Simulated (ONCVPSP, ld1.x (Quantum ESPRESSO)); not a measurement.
Potentials for Cu compared

Generated with ld1.x 7.5 (TM, RRKJ, ultrasoft, PAW), atompaw 4.2 or ONCVPSP 4.0.1. The cutoff is in Ry: for ld1.x and atompaw files where the sum of valence levels is converged to 10 mRy in a Bessel basis, for ONCV files where the hardest occupied wave has 1 mHa per electron of residual kinetic energy. The error is the largest all-electron minus pseudo excitation energy over each file’s own four to seven test configurations (ionisations up to +4, promotions, holes and added fractions of an electron), all of which were solved. The labels leave out finer settings (local radius, basis sizes, second energies), which also bear on the numbers. Spin-polarised tests are not counted. The rows are a selection from randomly drawn settings: files with unsolved tests, undetermined cutoffs or missed reference levels are left out.

```csv
potential,cutoff (Ry),largest error (meV),bound ghosts
"ONCV, PBEsol, scalar-relativistic, rc 1.35/1.00/1.60 (spd), local smoothed, core correction no, reference 3s2 3p6 3d10 4s0.5, qcut 8/15.5/11.2, projectors 2/1/3",90,+42,none
"TM semilocal, LDA (PZ), scalar-relativistic, rc 1.75/2.20/0.85 (spd), local p, core correction no, reference 3d10 4s0.75 4p0.25",300,-898,none
```

(1) Fill in the row for Cu: ONCV, PW91, fully relativistic, rc 1.25/1.00/0.75 (spd), local smoothed, core correction yes, reference 3s2 3p6 3d9 4s2, qcut 8.5/17.1/12.6, projectors 2/2/2.

(2) Fill in the row for Cu: ONCV, LDA (Perdew-Wang 92), scalar-relativistic, rc 1.10/0.90/0.75 (spd), local smoothed, core correction yes, reference 3s2 3p6 3d8, qcut 8.4/17.7/13.3, projectors 2/2/2.

(3) Fill in the row for Cu: TM, LDA (PZ), scalar-relativistic, rc 1.55/3.05/1.40 (spd), local s, core correction yes, reference 3d10 4s0 4p0.

## Answers

(1) cutoff 801 Ry, largest error +63 meV, bound ghosts: none.

(2) cutoff 776 Ry, largest error +11 meV, bound ghosts: none.

(3) cutoff 140 Ry, largest error -1475 meV, bound ghosts: none.
